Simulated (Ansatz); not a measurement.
Molecule: GeF, net charge 0, doublet state. 
Geometry from a B3LYP-D3(BJ)/def2-TZVP (Ansatz, an electronic-structure program) optimisation:
```
F
Ge 1 1.7699
```
Charge 0, spin multiplicity 2.

Basis-set convergence of Hartree-Fock and CCSD(T) correlation energies (hartree) with Ansatz. Correlated levels leave the core frozen unless marked. Open shells are spin-unrestricted. No spin-orbit coupling. The frozen core is the preceding noble-gas configuration, with the filled d and f shells of earlier blocks. No relativistic terms.

```tsv
basis	functions	E(HF)	E(corr, CCSD(T))
def2-SVP	46	-2174.46024	-0.26436
def2-TZVPP	79	-2174.85705	-0.34441
def2-QZVPP	146	-2174.90441	-0.37344
```

Extrapolating the two largest sets (X = 3 and 4) as X^-3: E(corr) = (64·(-0.37344) - 27·(-0.34441))/37 = -0.3946 Eh, an estimate of the basis-set limit. The largest set recovers 94.6 % of it, the smallest 67.0 %.
